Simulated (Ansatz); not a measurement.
Geometry optimisation, Ansatz, RHF/def2-SVPD.

Input file:

```yaml
crystal:
  periodic: [false, false, false]
  atoms:
    - { symbol: Ge, position_ang: [-0.91059, -0.549721, 0.469608] }
    - { symbol: Si, position_ang: [1.000009, 0.459356, -0.406957] }
    - { symbol: F, position_ang: [0.305271, 1.671719, -1.290145] }
    - { symbol: H, position_ang: [1.894778, 1.082676, 0.589239] }
    - { symbol: H, position_ang: [1.78974, -0.377625, -1.332891] }
    - { symbol: H, position_ang: [-1.689013, 0.495357, 1.280541] }
    - { symbol: H, position_ang: [-1.787032, -1.035868, -0.693212] }
    - { symbol: H, position_ang: [-0.603064, -1.745792, 1.383818] }
basis:
  gaussian: { orbitals: def2-SVPD }
hamiltonian:
  xc: hf
relax:
  f_tol: 0.03
  max_steps: 50
```

Launched with:

```bash
$ ansatz run input.yaml --threads 2 --pin off --max-ram 3072MiB --backend cpu --events-out ev --progress --plain --runs-dir out
```

Question: Where does it end, and by what steps?

Answer: The run converged. After 6 steps the energy has fallen by 0.081 eV; F3 moved furthest, 0.23 Å.

```csv
step,energy less start (eV),largest force component (eV/Å),accepted
0,0.0000,0.878,yes
1,-0.0495,0.638,yes
2,-0.0405,0.991,no
3,-0.0739,0.083,yes
4,-0.0791,0.060,yes
5,-0.0802,0.070,yes
6,-0.0811,0.017,yes
```

```xyz
8
Properties=species:S:1:pos:R:3
Ge -0.964 -0.558 0.479
Si 0.984 0.515 -0.447
F 0.501 1.763 -1.376
H 1.863 1.070 0.604
H 1.760 -0.398 -1.314
H -1.762 0.434 1.335
H -1.862 -1.093 -0.644
H -0.521 -1.733 1.363
```

Whether the end is a true minimum wasn't checked by a vibrational analysis.

Run time: 28 s on 2 threads of Arm Neoverse N1 (shared host), peak memory 0.29 GiB.
